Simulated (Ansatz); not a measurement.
The first iterations of a band of BClH$_{5}$NOSi (10 atoms, charge 0, multiplicity 1).

The calculation used RKS PBE/6-31G* in Ansatz.

| Item | Value |
| --- | --- |
| movable images | 9 |
| climbing image | yes |
| spring | 5.0 eV/Å² |
| optimiser | quadratic models (default) |
| start path | through a guess of the saddle point |
| force threshold | 0.05 eV/Å |
| iteration limit | 60 |
| end points | relaxed |

Image 0:

```xyz
10
Properties=species:S:1:pos:R:3
N -1.526 -0.504 -0.945
Si -0.263 -0.590 0.236
Cl 1.508 -1.666 -0.369
B 0.537 1.233 0.702
O 1.879 1.398 0.608
H -1.411 0.091 -1.766
H -2.047 -1.349 -1.182
H -0.809 -1.424 1.354
H -0.099 2.191 1.069
H 2.315 0.568 0.297
```

Image 10:

```xyz
10
Properties=species:S:1:pos:R:3
N -1.284 -0.817 -0.474
Si 0.053 -0.807 1.123
Cl 1.665 -1.574 -0.223
B 0.503 1.187 0.709
O 1.709 1.564 0.200
H -0.792 -0.639 -1.362
H -2.015 -0.102 -0.358
H -1.746 -1.731 -0.552
H -0.248 2.113 0.956
H 2.238 0.756 -0.016
```

| iteration | highest image above the first end (eV) | largest band force component (eV/Å) |
| --- | --- | --- |
| 1 | 9.565 | 55.636 |
| 2 | 4.047 | 3.295 |
| 3 | 3.530 | 1.772 |
| 4 | 3.504 | 1.828 |
| 5 | 3.272 | 1.687 |
| 6 | 2.909 | 1.208 |
| 7 | 2.580 | 0.992 |
| 8 | 3.333 | 1.211 |
| 9 | 3.038 | 0.412 |
| 10 | 2.985 | 0.485 |
| 11 | 2.964 | 0.278 |

Task: Does the band converge within its limit, and where does its top end?

Result: It converged. It ended after 34 iterations with the highest image 2.825 eV above the first end. Neighbouring images differ by up to 1.2 eV, so the band resolves the path poorly. A vibrational analysis at the climbing image gives one clearly imaginary mode, 1398i cm⁻¹: a first-order saddle point. The orbitals stay closed-shell, which can raise the energy where a bond breaks towards radicals; this wasn't checked here.

The run took 9.1 min on 2 threads of Arm Neoverse V1, with other jobs on the host, peak memory 0.14 GiB.
